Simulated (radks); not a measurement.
Computed order of ionisation of samarium. At each step one electron was removed from each of the four highest sub-shells of the ion before, moves of one valence electron (up to charge 6) and the configuration listed by NIST were tried, and the lowest configuration was kept. Method: Dirac Kohn-Sham, BLYP, spin-unpolarised, spherical densities, finite nucleus; Fermi nuclear charge, rms radius of each element as measured or else 0.836 A^(1/3) + 0.57 fm; computed with a radial shooting solver on a logarithmic mesh with Libxc functionals. Sub-shells are occupied by j as written (lower j first in brackets).

\begin{tabular}{lrrrrrr}
species & lowest configuration found & NIST configuration & margin to the next tried (eV) & IE (eV) & NIST IE (eV) & kind \\ \hline
Sm & [Xe] 4f(5/2: 6, 7/2: 0) 6s2 & same & 1.947 & 5.882 & 5.644 & exp. \\
Sm+ & [Xe] 4f(5/2: 6, 7/2: 0) 6s1 & same & 1.407 & 11.195 & 11.08 & semi-emp. \\
Sm2+ & [Xe] 4f(5/2: 6, 7/2: 0) & same & 3.925 & 23.763 & 23.6 & semi-emp. \\
Sm3+ & [Xe] 4f(5/2: 5, 7/2: 0) & same & 10.269 & 41.917 & 41.6 & semi-emp. \\
Sm4+ & [Xe] 4f(5/2: 4, 7/2: 0) & same & 13.190 & 62.537 & 62.7 & semi-emp. \\
Sm5+ & [Xe] 4f(5/2: 3, 7/2: 0) & same & 7.747 & 85.246 & 87 & theory \\
Sm6+ & [Xe] 4f(5/2: 2, 7/2: 0) & differs (not computed) & 1.324 & 103.84 & 103 & theory \\
Sm7+ & [Kr] 4d10 4f(5/2: 2, 7/2: 0) 5s2 5p(1/2: 2, 3/2: 3) & differs (not computed) & 5.564 & 119.42 & 118 & theory \\
Sm8+ & [Kr] 4d10 4f(5/2: 2, 7/2: 0) 5s2 5p(1/2: 2, 3/2: 2) & differs (not computed) & 5.841 & 135.41 & 141 & theory \\
Sm9+ & [Kr] 4d10 4f(5/2: 2, 7/2: 0) 5s2 5p(1/2: 2, 3/2: 1) & differs (not computed) & 6.124 & 151.77 & 158 & theory \\
Sm10+ & [Kr] 4d10 4f(5/2: 2, 7/2: 0) 5s2 5p(1/2: 2, 3/2: 0) & differs (not computed) & 6.414 & 175.18 & 179 & theory \\
Sm11+ & [Kr] 4d10 4f(5/2: 2, 7/2: 0) 5s2 5p(1/2: 1, 3/2: 0) & differs (not computed) & 10.899 & 192.81 & 208 & theory \\
Sm12+ & [Kr] 4d10 4f(5/2: 2, 7/2: 0) 5s2 & same & 14.245 & 228.55 & 237 & theory \\
Sm13+ & [Kr] 4d10 4f(5/2: 1, 7/2: 0) 5s2 & same & 6.081 & 257.37 & 257 & theory \\
\end{tabular}

Reference values: NIST Atomic Spectra Database (exp. = measured, semi-emp. = semi-empirical, theory = theoretical value adopted there). Spin polarisation and multiplet splitting are left out, so open shells lie too high by an amount that depends on their filling. Tried without a valid solution: [Xe] 4f(5/2: 6, 7/2: 1) 6s1.

Beside tabulated values, note that spin-unpolarised runs miss the spin-polarisation part of the exchange energy of open shells.
